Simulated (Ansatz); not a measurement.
Relaxation of AlCl2FH2 (6 atoms, charge 0, multiplicity 1), to a largest force component of 0.03 eV/Å in at most 50 steps.

The calculation used RKS PBE0-D4/def2-SVP in Ansatz 0.2.0.

```xyz
6
Properties=species:S:1:pos:R:3
Al 0.011 -0.621 -0.457
H 0.051 0.017 2.222
Cl 1.814 0.249 -0.994
Cl -1.809 0.185 -1.041
F 0.023 -2.072 0.377
H 0.038 -0.656 1.965
```

Task: Where does it end, and by what steps?

Result: The run converged. After 6 steps the energy has fallen by 0.150 eV; H2 moved furthest, 0.49 Å.

```csv
step,energy less start (eV),largest force component (eV/Å),accepted
0,0.0000,1.674,yes
1,-0.0620,1.011,yes
2,-0.1109,0.755,yes
3,-0.1271,0.412,yes
4,-0.1434,0.415,yes
5,-0.1500,0.103,yes
6,-0.1505,0.015,yes
```

```xyz
6
Properties=species:S:1:pos:R:3
Al 0.021 -0.673 -0.268
H 0.039 0.158 1.754
Cl 1.814 0.262 -0.760
Cl -1.794 0.211 -0.771
F 0.039 -2.258 0.224
H 0.009 -0.598 1.893
```

Run time: 26 s on 1 thread of Arm Neoverse V1, with other jobs on the host, peak memory 0.15 GiB.
